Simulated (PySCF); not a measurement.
Fe⁺: ionisation energy

Fe⁺ [Ar] 3d6 4s1 (6D) → Fe²⁺ [Ar] 3d6 (5D), as a difference of total energies. All numbers are calculated (PySCF 2.14, no relativity, point nucleus, in def2-TZVPPD). Correlated levels: valence: [Ar] frozen. The calculations carry no spin-orbit coupling.

| method | ionisation energy (eV) | difference from reference (eV) |
| --- | --- | --- |
| UHF | 15.115 | -1.084 |
| MP2 (valence) | 15.651 | -0.548 |
| SCS-MP2 (valence) | 15.420 | -0.779 |
| CCSD (valence) | 15.665 | -0.534 |
| CCSD(T) (valence) | 15.692 | -0.507 |

Reference: 16.199 eV (measured; NIST Atomic Spectra Database, ionization energies).

These non-relativistic numbers lack the scalar-relativistic shift.

Errors of the correlated levels include the incompleteness of this basis and the frozen core.
